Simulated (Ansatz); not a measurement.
A CCSD(T) single point on C$_{7}$H$_{15}$NO, SMILES `CN(C)C(=O)C(C)(C)C`.

```yaml
crystal:
  periodic: [false, false, false]
  atoms:
    - {symbol: C, position_ang: [0.549506, -1.678170, -2.255294]}
    - {symbol: N, position_ang: [0.397792, -1.068919, -0.954151]}
    - {symbol: C, position_ang: [0.883336, -1.896929, 0.117385]}
    - {symbol: C, position_ang: [-0.169803, 0.173324, -0.884039]}
    - {symbol: O, position_ang: [-0.529122, 0.735696, -1.904641]}
    - {symbol: C, position_ang: [-0.364377, 0.880822, 0.475061]}
    - {symbol: C, position_ang: [-1.319888, 0.100906, 1.384580]}
    - {symbol: C, position_ang: [0.977631, 1.169689, 1.156421]}
    - {symbol: C, position_ang: [-1.020761, 2.230735, 0.185419]}
    - {symbol: H, position_ang: [0.162752, -1.000761, -3.010938]}
    - {symbol: H, position_ang: [0.001363, -2.625714, -2.297711]}
    - {symbol: H, position_ang: [1.605894, -1.886889, -2.456463]}
    - {symbol: H, position_ang: [1.945821, -2.123340, -0.031360]}
    - {symbol: H, position_ang: [0.340778, -2.849682, 0.137117]}
    - {symbol: H, position_ang: [0.772801, -1.427159, 1.084728]}
    - {symbol: H, position_ang: [-0.940204, -0.865113, 1.714904]}
    - {symbol: H, position_ang: [-1.528684, 0.693800, 2.279119]}
    - {symbol: H, position_ang: [-2.270349, -0.073466, 0.874458]}
    - {symbol: H, position_ang: [0.804570, 1.780873, 2.046283]}
    - {symbol: H, position_ang: [1.627780, 1.737737, 0.486629]}
    - {symbol: H, position_ang: [1.523823, 0.281698, 1.472197]}
    - {symbol: H, position_ang: [-0.396822, 2.843020, -0.465367]}
    - {symbol: H, position_ang: [-1.983580, 2.105106, -0.309476]}
    - {symbol: H, position_ang: [-1.175458, 2.762533, 1.128041]}
basis:
  gaussian: {orbitals: def2-SVP}
correlation: {method: ccsd_t}
```

```sh
$ ansatz run in.yaml --threads 5 --pin off --events-out ev --progress --plain --max-ram 66560MiB --backend cuda --devices 0, --max-vram 37GiB
```

Output of Ansatz, abridged:

```
Functional definition: HF
2066 factors; integrals over basis functions are off by at most 1.5e-3 eV
mean field evaluation 1: about -10955.0777 eV, gradient 4.9e1 eV
mean field evaluation 2: about -10955.0903 eV, gradient 4.9e1 eV
mean field evaluation 4: about -10961.3591 eV, gradient 7.5e0 eV
mean field evaluation 8: about -10961.5108 eV, gradient 4.7e-1 eV
mean field evaluation 16: about -10961.3457 eV, gradient 7.5e0 eV
mean field -10961.51276521 eV, -402.8281641412 hartree, gradient 2.7e-6 eV, S^2 0.000000; 0 other end points of the search recorded, 0 dependent functions left out
9 core orbitals not correlated: weight in the atoms' cores, before any rotation towards them, 1.000 or more for the frozen orbitals, at most 0.000 for the correlated occupied ones
reference -10961.51276521 eV, -402.8281641412 hartree; 27, 27 occupied and 165, 165 virtual orbitals, 2066 factors
second order -36.73058515 eV of doubles, -0.00000000 eV of singles
cycle   1  -38.00135309 eV  change    -1.3e0 eV  update   1.4e-1
cycle   2  -38.96981211 eV  change   -9.7e-1 eV  update   4.2e-2
cycle   3  -39.22769263 eV  change   -2.6e-1 eV  update   2.2e-2
cycle   4  -39.22670497 eV  change    9.9e-4 eV  update   5.5e-3
cycle   5  -39.22477892 eV  change    1.9e-3 eV  update   2.3e-3
cycle   6  -39.22518083 eV  change   -4.0e-4 eV  update   8.0e-4
cycle   7  -39.22451584 eV  change    6.6e-4 eV  update   2.6e-4
cycle   8  -39.22438583 eV  change    1.3e-4 eV  update   1.0e-4
cycle   9  -39.22440263 eV  change   -1.7e-5 eV  update   4.3e-5
perturbative correction -1.28481288 eV, -0.0472160024 hartree
Total energy: -11002.02198072 eV, -404.3168503530 hartree
```

Run time 7 s (5 threads of an AMD EPYC 7R13 on a shared host and a share of an NVIDIA H100 80 GB); peak host memory 1.1 GiB.

MP2 recovers 90.7 % of the CCSD(T) correlation energy and the triples give 3.2 %; T1 = 0.0119.
